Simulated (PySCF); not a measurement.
Mo²⁺ (molybdenum, charge +2) across methods

[Kr] 4d4, high-spin 5D determinant. Computed with PySCF 2.14 in aug-cc-pVTZ-PP with ECP28MDF (6s6p5d3f2g, 88 functions), with a scalar-relativistic core potential.

```
   method  E (hartree)  mean ε 4p α (eV)  mean ε 4p β (eV)  mean ε 4d α (eV)  Σ⟨r²⟩ (bohr²)   ⟨S²⟩
      UHF    -66.56137           -70.354           -62.635           -27.573          27.00  6.003
BHandHLYP     -66.9482           -64.380           -59.389           -24.816          27.10  6.001
      PBE     -67.0158           -57.877           -55.031           -21.853          27.40  6.001
     PBE0     -67.0137           -61.204           -57.256           -23.449          27.20  6.001
     TPSS     -66.9997           -58.162           -55.150           -21.763          27.31  6.001
   r2SCAN     -67.0480           -59.327           -55.619           -22.115          27.13  6.001
     MN15     -66.8807           -60.769           -57.967           -23.901          27.47  6.001
     BLYP     -66.9747           -57.710           -54.964           -21.601          27.45  6.000
```

(1) Estimate the same row for LDA.

Energies and moments cover only the electrons outside the core potential.

## Answers

(1) E (hartree) = -66.8252; mean ε 4p α (eV) = -57.857; mean ε 4p β (eV) = -55.073; mean ε 4d α (eV) = -21.899; Σ⟨r²⟩ (bohr²) = 27.60; ⟨S²⟩ = 6.000.
